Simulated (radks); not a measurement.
Problem. The mean radii <r> (bohr) of the occupied orbitals of an atom or ion are listed with their occupations. Calculated with a radial shooting solver on a logarithmic mesh with Libxc functionals: Dirac Kohn-Sham, PBE, spin-unpolarised, spherical densities, point nucleus.

| orbital | occ. | <r> |
|---|---|---|
| 1s1/2 | 2 | 0.01932 |
| 2s1/2 | 2 | 0.08123 |
| 2p1/2 | 2 | 0.06740 |
| 2p3/2 | 4 | 0.07502 |
| 3s1/2 | 2 | 0.2121 |
| 3p1/2 | 2 | 0.2020 |
| 3p3/2 | 4 | 0.2162 |
| 3d3/2 | 4 | 0.1898 |
| 3d5/2 | 6 | 0.1942 |
| 4s1/2 | 2 | 0.4779 |
| 4p1/2 | 2 | 0.4850 |
| 4p3/2 | 4 | 0.5177 |
| 4d3/2 | 4 | 0.5410 |
| 4d5/2 | 6 | 0.5526 |
| 5s1/2 | 2 | 1.168 |
| 5p1/2 | 2 | 1.305 |
| 5p3/2 | 4 | 1.412 |
| 4f5/2 | 6 | 0.7116 |
| 4f7/2 | 8 | 0.7264 |
| 6s1/2 | 1 | 3.061 |

Name the element and its charge. Open shells, if any, are shared by 2j + 1.

Solution. Z = 71, lutetium, charge +2: Lu2+ in [Xe] 4f14 6s1. The 1s radius gives Z: for a bare nucleus <r> = (2 gamma + 1)/(2Z) with gamma = sqrt(1 - (Z/c)^2), 0.01909 bohr for Z = 71, and screening makes it slightly larger (0.01932 here). The occupations add up to 69, and the charge is Z minus that.
